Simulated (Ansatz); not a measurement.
`CC[SiH](F)[AlH2]` + `S=CS` → `CCSC=S` + `F[SiH2][AlH2]`  (substitution at a C–Si bond)

Calculated with Ansatz (gas phase, PBE0-D4/def2-TZVP geometries, no zero-point term in ΔE). CCSD(T)/CBS is the MP2 limit (def2-TZVPP, def2-QZVPP) plus CCSD(T) − MP2 in def2-TZVPP, frozen cores. DFT in def2-TZVPP. B3LYP here is the variant with VWN-RPA as its local correlation; programs differ in this. Each species was taken in one conformer, which may not be the lowest.

`CC[SiH](F)[AlH2]`:

Z-matrix (Å, degrees):
```
C
C 1 1.527
H 1 1.092 2 111.2
H 1 1.093 2 111.5 3 -120.2
H 1 1.093 2 111.2 3 119.7
Si 2 1.875 1 113.6 3 -59.6
H 2 1.097 1 110.7 3 179.9
H 2 1.096 1 110.4 3 63.0
Al 6 2.473 2 114.3 1 -179.6
F 6 1.618 2 107.8 1 57.4
H 6 1.498 2 107.6 1 -56.1
H 9 1.589 6 122.6 2 -122.4
H 9 1.592 6 118.7 2 57.7
```

`S=CS`:

```xyz
5

S     0.158   -0.839    1.507
C     0.185   -0.504   -0.070
S    -0.257    0.953   -0.872
H     0.514   -1.242   -0.805
H    -0.599    1.632    0.239
```

`CCSC=S`:

```xyz
11

C     0.436   -0.114   -1.378
C     0.040    0.906   -0.330
S    -1.334    0.371    0.723
C    -0.555   -0.710    1.799
S    -1.293   -1.560    2.959
H     1.242    0.278   -2.003
H    -0.409   -0.362   -2.022
H     0.787   -1.040   -0.917
H    -0.315    1.830   -0.792
H     0.876    1.174    0.319
H     0.526   -0.772    1.643
```

`F[SiH2][AlH2]`:

Z-matrix (Å, degrees):
```
Si
Al 1 2.468
F 1 1.613 2 111.5
H 1 1.492 2 112.3 3 -120.0
H 1 1.492 2 112.2 3 120.0
H 2 1.589 1 118.2 3 179.8
H 2 1.587 1 121.9 3 -0.2
```

```tsv
level	ΔE (kJ/mol)	difference from CCSD(T)/CBS
PBE-D4	32.4	-0.7
PBE0-D4	34.1	1.0
ωB97M-V	36.6	3.5
PBE	32.5	-0.6
B3LYP	33.1	0.0
MP2/def2-TZVPP	32.7	-0.4
SCS-MP2/def2-TZVPP	31.9	-1.2
HF/def2-QZVPP	32.4	-0.7
MP2/def2-QZVPP	31.2	-1.9
HF/CBS(def2)	32.3	-0.8
CCSD(T)/CBS	33.1	0
```

Largest T1 diagnostic among the species: 0.018.
